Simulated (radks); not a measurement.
Values are calculated unless marked as measured or tabulated.
The nuclear charge of the lead ion Pb2+ is varied continuously with 80 electrons held in [Hg]. Level of theory: Dirac Kohn-Sham, PBE, spin-unpolarised, spherical densities, point nucleus (a radial shooting solver on a logarithmic mesh with Libxc functionals). By the Hellmann-Feynman theorem dE/dZ = E(electron-nucleus)/Z, the electronic potential at the nucleus.

| Z | E (hartree) | E(electron-nucleus)/Z (hartree) | HOMO | e(HOMO) (eV) | <r> HOMO (bohr) |
|---|---|---|---|---|---|
| 81.6 | -20670.6329 | -640.418 | 6s1/2 | -22.804 | 2.254 |
| 81.8 | -20798.9708 | -642.962 | 6s1/2 | -25.090 | 2.215 |
| 82 | -20927.8181 | -645.512 | 6s1/2 | -27.432 | 2.177 |
| 82.2 | -21057.1758 | -648.066 | 6s1/2 | -29.832 | 2.141 |
| 82.4 | -21187.0449 | -650.626 | 6s1/2 | -32.287 | 2.108 |
| 82.6 | -21317.4266 | -653.192 | 6s1/2 | -34.796 | 2.075 |
| 82.8 | -21448.3220 | -655.763 | 6s1/2 | -37.358 | 2.045 |
| 83 | -21579.7320 | -658.339 | 6s1/2 | -39.973 | 2.015 |

The central difference of E at Z = 82 is -645.512 hartree, to compare with the third column; the second derivative is -12.8 hartree.
